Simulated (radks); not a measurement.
Coulomb parameter of the 3d shell of the nickel ion Ni3+ in the model configuration [Ar] 3d6 4s1, as a second difference U = [E(n + 0.5) + E(n - 0.5) - 2 E(n)] / (0.5)^2 with all orbitals relaxed. "Bare": the charge of the atom changes with n. "Screened": the 4s shell takes up the change at fixed total charge, which measures U(3d,3d) + U(4s,4s) - 2 U(3d,4s). Calculated with a radial shooting solver on a logarithmic mesh with Libxc functionals: scalar-relativistic Kohn-Sham, PBE, spin-unpolarised, spherical densities, finite nucleus; Fermi nuclear charge, rms radius 3.7757 fm.

case              configuration  E - E(n) (eV)
start              [Ar] 3d6 4s1          0.000
bare +0.5        [Ar] 3d6.5 4s1        -24.882
bare -0.5        [Ar] 3d5.5 4s1         30.212
screened +0.5  [Ar] 3d6.5 4s0.5         -8.715
screened -0.5  [Ar] 3d5.5 4s1.5         10.109

U(bare) = 21.320 eV, U(screened by 4s) = 5.574 eV, against the Slater integral F0(3d,3d) = 29.398 eV with frozen orbitals.
